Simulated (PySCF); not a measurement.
PySCF input (BP86/6-31G* (5d)):

```python
from pyscf import gto, dft

mol = gto.M(
    atom='''
    C     0.12026251   -1.86660365   -0.24068930
    C    -0.24383394   -0.44652703   -0.03073980
    O     0.86067522    0.30643938    0.49835078
    C     1.01532803    0.20386912    1.89865822
    O    -0.58768795    0.10541032   -1.25763867
    C    -1.09991473    1.42722792   -1.17890027
    H     0.08394055   -2.56965841    0.57797369
    H     0.57510914   -2.15559629   -1.17670378
    H    -1.07790458   -0.34562818    0.68686364
    H     1.30728189   -0.80540919    2.20920667
    H     0.09188384    0.47899737    2.42451049
    H     1.80468802    0.89788059    2.18243684
    H    -1.96986888    1.46822299   -0.51201636
    H    -1.40818667    1.70196452   -2.18553020
    H    -0.34189259    2.12663083   -0.82241116
    ''',
    basis='6-31g*',
    charge=0,
    spin=1,
    verbose=4,
)

mf = dft.UKS(mol, xc='bp86')
mf.grids.level = 3
mf.conv_tol = 1e-9
mf.max_cycle = 100
mf.max_memory = 1500
mf.kernel()
if not mf.converged:
    mf = mf.newton()
    mf.kernel(mf.make_rdm1())
mo, _, stable, _ = mf.stability(return_status=True)
if not stable:
    mf.kernel(mf.make_rdm1(mo, mf.mo_occ))
    stable = mf.stability(return_status=True)[2]
mf.dip_moment()
```

From the output:

```
  HOMO = -0.175672772749  LUMO = -0.093025301891  gap/eV = 2.24895
cycle= 7 E= -308.177369026026  delta_E= -2.15e-05  |g|= 0.00144  |ddm|= 0.00751
  alpha nocc = 25  HOMO = -0.175912367421394  LUMO = 0.0646600409602063
  beta  nocc = 24  HOMO = -0.21062079609289  LUMO = -0.0930263655049206
  HOMO = -0.175912367421  LUMO = -0.0930263655049  gap/eV = 2.25544
cycle= 8 E= -308.177369739764  delta_E= -7.14e-07  |g|= 0.00102  |ddm|= 0.00241
  alpha nocc = 25  HOMO = -0.175803578881869  LUMO = 0.0646856131857705
  beta  nocc = 24  HOMO = -0.210563426658089  LUMO = -0.0928170496342964
  HOMO = -0.175803578882  LUMO = -0.0928170496343  gap/eV = 2.25818
cycle= 9 E= -308.177370284293  delta_E= -5.45e-07  |g|= 0.000202  |ddm|= 0.00114
  alpha nocc = 25  HOMO = -0.175836727304098  LUMO = 0.0646799915590477
  beta  nocc = 24  HOMO = -0.210564778628743  LUMO = -0.0928326145262148
  HOMO = -0.175836727304  LUMO = -0.0928326145262  gap/eV = 2.25866
cycle= 10 E= -308.177370276303  delta_E= 7.99e-09  |g|= 4.86e-05  |ddm|= 0.000292
  alpha nocc = 25  HOMO = -0.175832599041419  LUMO = 0.0646824178332075
  beta  nocc = 24  HOMO = -0.210554883469354  LUMO = -0.0928278746414319
  HOMO = -0.175832599041  LUMO = -0.0928278746414  gap/eV = 2.25867
cycle= 11 E= -308.177370295327  delta_E= -1.9e-08  |g|= 3.02e-05  |ddm|= 9.31e-05
  alpha nocc = 25  HOMO = -0.175833526333622  LUMO = 0.0646816755258772
  beta  nocc = 24  HOMO = -0.210558904263681  LUMO = -0.0928294823406643
  HOMO = -0.175833526334  LUMO = -0.0928294823407  gap/eV = 2.25866
cycle= 12 E= -308.177370277789  delta_E= 1.75e-08  |g|= 6.33e-06  |ddm|= 3.51e-05
  alpha nocc = 25  HOMO = -0.175832758212984  LUMO = 0.0646818367341502
  beta  nocc = 24  HOMO = -0.21055863244076  LUMO = -0.0928292371159594
  HOMO = -0.175832758213  LUMO = -0.092829237116  gap/eV = 2.25864
cycle= 13 E= -308.177370295271  delta_E= -1.75e-08  |g|= 3.63e-06  |ddm|= 8.7e-06
  alpha nocc = 25  HOMO = -0.175832963940346  LUMO = 0.0646818308547146
  beta  nocc = 24  HOMO = -0.210558310234565  LUMO = -0.0928295100251013
  HOMO = -0.17583296394  LUMO = -0.0928295100251  gap/eV = 2.25864
cycle= 14 E= -308.177370277808  delta_E= 1.75e-08  |g|= 1.41e-06  |ddm|= 4.7e-06
  alpha nocc = 25  HOMO = -0.175832863047704  LUMO = 0.0646818280440509
  beta  nocc = 24  HOMO = -0.210558345756843  LUMO = -0.0928295217766992
  HOMO = -0.175832863048  LUMO = -0.0928295217767  gap/eV = 2.25864
cycle= 15 E= -308.177370295279  delta_E= -1.75e-08  |g|= 4.37e-07  |ddm|= 1.38e-06
  alpha nocc = 25  HOMO = -0.175832902160962  LUMO = 0.0646818154108675
  beta  nocc = 24  HOMO = -0.210558396015029  LUMO = -0.0928295706180866
  HOMO = -0.175832902161  LUMO = -0.0928295706181  gap/eV = 2.25864
cycle= 16 E= -308.177370277804  delta_E= 1.75e-08  |g|= 2.2e-07  |ddm|= 5.19e-07
  alpha nocc = 25  HOMO = -0.175832890857625  LUMO = 0.064681819578102
  beta  nocc = 24  HOMO = -0.210558372073145  LUMO = -0.0928295736323546
  HOMO = -0.175832890858  LUMO = -0.0928295736324  gap/eV = 2.25864
cycle= 17 E= -308.17737027781  delta_E= -5.8e-12  |g|= 6.69e-08  |ddm|= 2.39e-07
  alpha nocc = 25  HOMO = -0.175832876249761  LUMO = 0.0646818248911862
  beta  nocc = 24  HOMO = -0.210558381057273  LUMO = -0.0928295598862308
  HOMO = -0.17583287625  LUMO = -0.0928295598862  gap/eV = 2.25864
Extra cycle  E= -308.177370277809  delta_E= 1.02e-12  |g|= 1.29e-07  |ddm|= 1.92e-07
converged SCF energy = -308.177370277809  <S^2> = 0.75329615  2S+1 = 2.0032934
uhf_internal: lowest eigs of H = [0.82745451 0.83929071 0.8523658 ]
<class 'pyscf.dft.uks.UKS'> wavefunction is stable in the internal stability analysis
Dipole moment(X, Y, Z, Debye): -0.61260,  0.23206,  1.58215
```

The geometry given is a B3LYP-D3(BJ)/def2-TZVP minimum.
